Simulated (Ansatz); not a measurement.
Molecule: 2-fluoropropan-2-ylsilane, C₃H₉FSi (charge 0, singlet). 
Structure (B3LYP-D3(BJ)/def2-TZVP (Ansatz, a first-principles code) minimum search):
SMILES: C(F)(C)(C)[SiH3]
```xyz
14

C      1.1599    -0.6212    -1.0880
C     -0.0301    -0.3323    -0.1900
C     -1.3523    -0.4899    -0.9199
F     -0.0119    -1.3156     0.8501
Si     0.1181     1.3459     0.7141
H      2.0946    -0.5789    -0.5282
H      1.0647    -1.6176    -1.5266
H      1.2109     0.1074    -1.8995
H     -1.4201    -1.4878    -1.3603
H     -2.1949    -0.3548    -0.2412
H     -1.4348     0.2457    -1.7225
H      0.1083     2.4411    -0.2871
H     -1.0295     1.5144     1.6333
H      1.3889     1.3881     1.4715
```

Basis-set convergence of Hartree-Fock and CCSD correlation energies (hartree) with Ansatz. Cores are frozen in the correlated levels unless marked. No spin-orbit coupling. No relativistic terms.

```tsv
basis	functions	E(HF)	E(corr, CCSD)
aug-cc-pV(D+d)Z	205	-507.23777	-0.82927
aug-cc-pV(T+d)Z	446	…	…
```

**Question.** Complete the blanks.

**Answer.** 
- aug-cc-pV(T+d)Z, E(HF): -507.30582
- aug-cc-pV(T+d)Z, E(corr, CCSD): -0.97903
